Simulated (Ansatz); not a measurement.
Consider the atomization: `FC1(F)B[Te]1` → B• + C• + 2 F• + H• + Te•.

Calculated with Ansatz (gas phase, PBE0-D4/def2-TZVP geometries, no zero-point term in ΔE). CCSD(T)/CBS adds triple-zeta CCSD(T) − MP2 to the extrapolated MP2 energy (def2 sets, frozen cores). This one scheme is used for every species, atoms too. DFT in def2-TZVPP. No spin–orbit coupling; open shells (•) take unrestricted orbitals. Spin–orbit coupling would lower the free atoms: a little for B, C, F; strongly for Te. Elements past krypton have def2 core potentials. For Te outer-core shells are correlated without core-valence functions, so the limit isn't a true one: a few kJ/mol of doubt a bond, and 10 to 20 or more in all where bonds break to atoms.

`FC1(F)B[Te]1`:

```xyz
6

F    -0.087   -1.539    0.835
C     0.056   -0.598   -0.092
F     0.137   -1.192   -1.278
B    -0.403    0.847    0.096
Te    1.663    0.947    0.332
H    -1.366    1.534    0.107
```

(1) What is ΔE at CCSD(T)/CBS? (Best estimate.)

(2) What do these levels give: LDA (SPW92), revPBE-D4, PBE0-D4, r2SCANh-D4, B2PLYP, BLYP, PBE0, r2SCANh, CAM-B3LYP, CCSD/def2-SVP, MP2/def2-TZVPP, HF/CBS(def2)? (An estimate is asked.)

Largest T1 diagnostic among the species: 0.018.

Answers

(1) Ansatz gave: +21.87 eV.

(2) The calculation gave: LDA (SPW92) 27.07, revPBE-D4 22.38, PBE0-D4 22.20, r2SCANh-D4 21.90, B2PLYP 21.62, BLYP 21.92, PBE0 22.08, r2SCANh 21.87, CAM-B3LYP 21.66, CCSD/def2-SVP 19.82, MP2/def2-TZVPP 22.25, HF/CBS(def2) 13.95 eV.

Leaving LDA and LC-ωPBE aside and taking each functional with its dispersion term where it has one, the values, not all of them listed here, spread over 2.96 eV, from BHLYP-D4 to PBE-D4. LDA lies +3.89 eV from PBE without D4, its usual overbinding. From PBE to PBE0 (25 % exact exchange), in def2-TZVPP and without D4, ΔE moves by −1.11 eV: exact exchange takes away binding that semilocal exchange gives to molecules.

For atomizations the MP2-based limit and the directly extrapolated one differ by several kJ/mol either way, and by 10 to 25 for some Ge, Se and Sn compounds, so smaller differences from it don't rank the levels.
